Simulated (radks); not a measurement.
Q: These are the eigenvalues of the occupied orbitals of an atom or ion with whole-number occupations (eV). All-electron calculation, Dirac Kohn-Sham, AM05, spin-unpolarised, spherical densities, finite nucleus; Fermi nuclear charge, rms radius of each element as measured or else 0.836 A^(1/3) + 0.57 fm. Program: a radial shooting solver on a logarithmic mesh with Libxc functionals.

1s1/2: -71506.53
2s1/2: -12416.19
2p1/2: -11886.91
2p3/2: -10449.12
3s1/2: -2896.961
3p1/2: -2659.792
3p3/2: -2347.612
3d3/2: -1947.468
3d5/2: -1879.637
4s1/2: -627.5603
4p1/2: -528.5477
4p3/2: -455.5224
4d3/2: -292.5390
4d5/2: -279.0403
5s1/2: -114.8260
5p1/2: -84.6564
4f5/2: -73.6376
5p3/2: -73.4260
4f7/2: -71.1195
5d3/2: -33.7332
5d5/2: -32.6104

Which element is it, and in what charge state? The configuration may be excited. Open shells, if any, are shared by 2j + 1.

A: Z = 75, rhenium, charge +3: Re3+ in [Xe] 4f14 5d4. The list shows which subshells hold electrons but not how many an open one holds; the 1s level, -2627.8 hartree, gives Z - s = 72.5 by -(Z - s)^2/2, which with screening and relativity narrows Z to a few neighbours, and the depths of the outer levels then fix element, charge and occupations together.
